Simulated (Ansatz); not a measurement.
Geometry optimisation, Ansatz 0.2.0, RKS PBE0/6-31G*.

Input:

```yaml
crystal:
  periodic: [false, false, false]
  atoms:
    - { symbol: Si, position_ang: [-0.07295, 0.072386, -0.07946] }
    - { symbol: H, position_ang: [-0.221114, -0.059129, 1.381946] }
    - { symbol: "N", position_ang: [1.588481, 0.192357, -0.460692] }
    - { symbol: H, position_ang: [2.185597, -0.539583, -0.0943] }
    - { symbol: H, position_ang: [1.875446, 0.531355, -1.368057] }
    - { symbol: "N", position_ang: [-0.79046, 1.473827, -0.797403] }
    - { symbol: H, position_ang: [-1.797075, 1.531162, -0.86639] }
    - { symbol: H, position_ang: [-0.39088, 2.380919, -0.593161] }
    - { symbol: "N", position_ang: [-0.901692, -1.370604, -0.633584] }
    - { symbol: H, position_ang: [-1.790614, -1.590465, -0.197359] }
    - { symbol: H, position_ang: [-0.975289, -1.500159, -1.636583] }
    - { symbol: O, position_ang: [1.226943, -2.202781, 1.142497] }
    - { symbol: H, position_ang: [0.544208, -2.390493, 0.470748] }
    - { symbol: H, position_ang: [0.740598, -1.615293, 1.764799] }
basis:
  gaussian: { orbitals: "6-31G*" }
hamiltonian:
  xc: pbe0
relax:
  f_tol: 0.03
  max_steps: 50
```

Run as:

```bash
$ ansatz run input.yaml --threads 2 --pin off --max-ram 3072MiB --backend cpu --events-out ev --progress --plain --runs-dir out
```

**Question.** Where does it end, and by what steps?

**Answer.** The forces met the threshold. After 13 steps the energy has fallen by 0.196 eV; H14 moved furthest, 1.13 Å.

```tsv
step	energy less start (eV)	largest force component (eV/Å)	accepted
0	0.0000	0.688	yes
1	-0.0958	0.427	yes
2	-0.1297	0.277	yes
3	-0.1406	1.006	yes
4	-0.1687	0.364	yes
5	-0.1676	0.887	no
6	-0.1830	0.159	yes
7	-0.1903	0.100	yes
8	-0.1888	0.694	no
9	-0.1937	0.036	yes
10	-0.1948	0.173	yes
11	-0.1954	0.149	yes
12	-0.1958	0.066	yes
13	-0.1960	0.022	yes
```

```xyz
14
Properties=species:S:1:pos:R:3
Si -0.189 0.286 -0.023
H -0.506 0.404 1.432
N 1.513 0.334 -0.228
H 2.008 -0.442 0.206
H 1.865 0.510 -1.160
N -0.807 1.517 -1.071
H -1.806 1.582 -1.213
H -0.398 2.441 -1.014
N -0.922 -1.264 -0.410
H -1.784 -1.500 0.070
H -1.001 -1.508 -1.392
O 1.449 -2.507 0.787
H 0.601 -2.294 0.342
H 1.197 -2.646 1.708
```

The run took 18 s on 2 threads of AMD EPYC 9R45 96-Core Processor (Zen 5), with other jobs on the host, peak memory 0.23 GiB.
